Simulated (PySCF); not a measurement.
# One molecule, several mistakes: B2CH4N cation

Calculated results; nothing here was measured. The program is PySCF 2.14.0, an open-source quantum chemistry code, run on an isolated molecule that a program drew, which may never have been made. The molecule is B2CH4N cation (charge +1, singlet), drawn as the SMILES string `[BH+]C=BN`.

Each row is a Hartree-Fock (HF) and frozen-core CCSD(T) single point in the cc-pVDZ basis, meant for a local HF minimum. Run 1 is clean. Each other run has one planted mistake out of seven kinds, and not every kind appears here: one electron removed, one electron added, multiplicity raised by two, geometry at a saddle point, minimal basis STO-3G, one bond length entered in bohr, all coordinates scaled. The reference is restricted for singlets and unrestricted otherwise, and also for a bond in bohr. Adding or removing an electron swaps singlet and doublet. Electrons count all cores. HOMO and LUMO are orbital energies over both spins, the gradient is its largest component, and the lowest frequency (negative if imaginary) is given only where the gradient is small. Bond lengths are over the 7 bonds as drawn. T1 is the CCSD diagnostic: over 0.02 (restricted) or 0.045 (unrestricted) a single reference is doubtful.

Geometry of the clean run:
```xyz
8
B2CH4N cation, angstrom
B    -1.2608   -1.8826   -0.4064
C    -0.6433   -1.2293   -1.4949
B    -0.0830    0.0933   -1.3803
N     0.4324    1.3158   -1.2645
H    -1.7714   -2.4161    0.5040
H    -0.5877   -1.7419   -2.4553
H    -0.0961    2.1501   -1.4561
H     1.3919    1.4803   -1.0110
```

| run | electrons | basis functions | <S^2> | HOMO (eV) | LUMO (eV) | gradient (hartree/bohr) | lowest frequency (cm^-1) | mean bond (Å) | longest bond (Å) | T1 | HF (hartree) | CCSD(T) (hartree) | mistake |
|---|---|---|---|---|---|---|---|---|---|---|---|---|---|
| 1 | 26 | 76 | 0.000 | -15.69 | -3.37 | 3.5e-05 | 163 | 1.2084 | 1.441 | 0.0150 | -143.77983 | -144.25478 | no fault |
| 2 | 26 | 76 | 0.000 | -15.88 | -3.31 | 1.8e-02 | - | 1.1866 | 1.415 | 0.0143 | -143.77684 | -144.24812 | all coordinates scaled |
| 3 | 25 | 76 | 0.755 | -23.95 | -13.21 | 1.0e-01 | - | 1.2084 | 1.441 | 0.0149 | -143.25407 | -143.68087 | one electron removed |
| 4 | 26 | 76 | 0.000 | -15.17 | -3.42 | 2.9e-05 | -478 | 1.2097 | 1.451 | 0.0154 | -143.76600 | -144.23895 | geometry at a saddle point |
| 5 | 26 | 76 | 1.074 | -14.22 | -4.49 | 3.2e-02 | - | 1.3878 | 2.668 | 0.0787 | -143.56330 | -144.02929 | one bond length entered in bohr |
| 6 | 27 | 76 | 0.767 | -5.55 | 2.81 | 5.5e-02 | - | 1.2084 | 1.441 | 0.0179 | -143.94118 | -144.43271 | ? |

**Which mistake was planted in run 6, and what did it cost?**

It counts 27 electrons, one more than the clean run, at the same geometry and basis. So the mistake is: one electron added. Subtracting run 1 and multiplying by 627.51 kcal/mol a hartree, the energy moved by -101.2 kcal/mol in HF and -111.7 kcal/mol in CCSD(T).

Cautions from the logs. Run 5: T1 is over the limit, so its CCSD(T) energy is less reliable.
